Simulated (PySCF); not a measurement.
BBr3, singlet, geometry from GFN2-xTB; PySCF with MN15/STO-3G.

Here is a job for PySCF.
```python
from pyscf import gto, scf, dft

mol = gto.Mole()
mol.atom = '''
    B     0.018083   -0.019782   -0.037610
    Br   -1.507311   -1.111182   -0.137553
    Br    0.019712    1.666704   -0.864490
    Br    1.485016   -0.552696    1.007416
'''
mol.basis = 'sto-3g'
mol.charge = 0
mol.spin = 0
mol.verbose = 3
mol.build()

mf = dft.RKS(mol)
mf.xc = 'mn15'
mf.grids.prune = dft.gen_grid.sg1_prune
mf.kernel()
```

Q: Write the output that PySCF gives for this input, abridged.

A: 
```
Traceback (most recent call last):
  File "input.py", line 19, in <module>
  File "<string>", line 2, in kernel
  File "site-packages/pyscf/scf/hf.py", line 2099, in scf
  File "site-packages/pyscf/scf/hf.py", line 132, in kernel
  File "site-packages/pyscf/dft/rks.py", line 70, in get_veff
  File "site-packages/pyscf/dft/rks.py", line 506, in initialize_grids
  File "site-packages/pyscf/dft/gen_grid.py", line 653, in build
  File "<string>", line 6, in gen_atomic_grids
  File "site-packages/pyscf/dft/gen_grid.py", line 318, in gen_atomic_grids
  File "site-packages/pyscf/dft/gen_grid.py", line 81, in sg1_prune
IndexError: index 35 is out of bounds for axis 0 with size 19
```

The run crashed.
